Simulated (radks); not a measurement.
Values are calculated unless marked as measured or tabulated.
Problem. Ionisation of neutral gallium, [Ar] 3d10 4s2 4p1, to Ga+, [Ar] 3d10 4s2, under several functionals. Scalar-relativistic Kohn-Sham, spin-polarised, spherical densities, finite nucleus; open shells are filled with parallel spins first; a radial shooting solver on a logarithmic mesh with Libxc functionals. Known Delta-SCF values: B86b exchange with PBE correlation 5.894 eV; exchange-only LDA 5.185 eV. What does PW91 give, and what is its highest occupied eigenvalue?

Solution. 5.930 eV by Delta-SCF; the 4p eigenvalue is -2.911 eV. NIST: 5.999 eV (measured).
